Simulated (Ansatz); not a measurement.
Calculated with Ansatz (gas phase, PBE0-D4/def2-TZVP geometries, no zero-point term in ΔE). CBS: MP2 limit from def2 TZ/QZ plus the TZ coupled-cluster correction, frozen cores. This one scheme is used for every species. Functionals use def2-TZVPP. B3LYP here is the variant with VWN-RPA as its local correlation; programs differ in this. HSE06 is defined as in plane-wave codes. For Br outer-core shells are correlated without core-valence functions, which leaves a few kJ/mol of doubt a bond. Scalar relativity is left out up to krypton. One conformer a species, not always the lowest.

Consider the formal hydrolysis of a B–O bond: `COB(O)Br` + H₂O → `OB(O)Br` + CH₃OH.

```
             level  ΔE (kJ/mol)  difference from CCSD(T)/CBS
       LDA (SPW92)          5.6                         -3.0
            PBE-D4          4.1                         -4.5
         revPBE-D4          5.2                         -3.4
           BLYP-D4          5.9                         -2.7
            B97M-V          2.7                         -5.9
           PBE0-D4          3.6                         -5.0
          B3LYP-D4          5.1                         -3.5
        r2SCANh-D4          4.1                         -4.5
        r2SCAN0-D4          3.9                         -4.7
          HSE06-D4          3.4                         -5.2
          BHLYP-D4          4.3                         -4.3
      CAM-B3LYP-D4          3.8                         -4.8
           ωB97M-V          4.2                         -4.4
            B2PLYP          2.6                         -6.0
          PBE-QIDH          3.6                         -5.0
               PBE          0.4                         -8.2
            revPBE         -2.3                        -10.9
              BLYP         -1.4                        -10.0
              PBE0          0.3                         -8.3
             B3LYP         -0.8                         -9.4
           r2SCANh          3.0                         -5.6
           r2SCAN0          2.6                         -6.0
             HSE06          0.3                         -8.3
             BHLYP         -0.5                         -9.1
         CAM-B3LYP          0.3                         -8.3
           LC-ωPBE          0.6                         -8.0
       HF/def2-SVP         -9.2                        -17.8
      MP2/def2-SVP         -1.7                        -10.3
     CCSD/def2-SVP         -3.9                        -12.5
  CCSD(T)/def2-SVP         -2.6                        -11.2
     HF/def2-TZVPP         -3.3                        -11.9
    MP2/def2-TZVPP          7.9                         -0.7
SCS-MP2/def2-TZVPP          5.5                         -3.1
   CCSD/def2-TZVPP          4.1                         -4.5
CCSD(T)/def2-TZVPP          5.8                         -2.8
    MP2/def2-QZVPP          9.7                          1.1
SCS-MP2/def2-QZVPP          7.2                         -1.4
      HF/CBS(def2)         -2.6                        -11.2
     MP2/CBS(def2)         10.7                          2.1
    CCSD/CBS(def2)          6.9                         -1.7
       CCSD(T)/CBS          8.6                            0
```

(1) What do rigid-rotor, harmonic-oscillator terms from PBE0-D4/def2-TZVP frequencies (298.15 K, 1 bar) make of the CCSD(T)/CBS value? (Best estimate.)

Largest T1 diagnostic among the species: 0.011.

Results:

(1) Ansatz gave: ΔZPE = +4.9 kJ/mol, ΔH = +10.1 kJ/mol, ΔS = 7 J/(mol·K), ΔG = +7.9 kJ/mol.

The D4 term adds +5.8 kJ/mol with B3LYP and +3.3 kJ/mol with PBE0; it sums over pairs of atoms, weighted by their polarisabilities, and B3LYP, whose exchange is more repulsive, gets the larger term. At CCSD(T), def2-SVP lies −11.2 kJ/mol from the extrapolated value and def2-TZVPP −2.8 kJ/mol. In def2-TZVPP, CCSD(T) changes the Hartree–Fock value by +9.0 kJ/mol (the triples alone add +1.7 kJ/mol) and MP2 by +11.2 kJ/mol.
